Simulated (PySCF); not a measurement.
C2H9NOSi, SMILES CO[Si@H](C)N. Coordinates come from a PBE-D3(BJ)/def2-SVP optimisation. The structure was generated by enumeration; whether it is a known compound was not checked. Other conformers were not sampled.

### Question
Give the equilibrium geometry at PBE-D3(BJ)/def2-SVP (PySCF confirms it by a frequency run) as a Z-matrix. (Estimate from the structure and the level; the computed values follow.)

### Answer
This is not unique; one that fits is 
```
Si
O 1 1.6869
C 2 1.4126 1 122.06
H 3 1.1106 2 109.05 1 160.96
H 3 1.1147 4 108.19 2 122.13
H 3 1.1159 4 107.55 5 116.22
N 1 1.7376 2 110.40 3 -52.94
H 7 1.0204 1 121.47 2 133.41
H 7 1.0210 8 111.77 1 -157.20
H 1 1.5011 2 101.62 3 -174.45
C 1 1.8825 10 111.67 2 119.81
H 11 1.1086 1 110.28 10 -60.89
H 11 1.1094 12 107.85 1 -121.91
H 11 1.1096 12 107.80 13 -116.42
```
Charge 0, spin multiplicity 1.
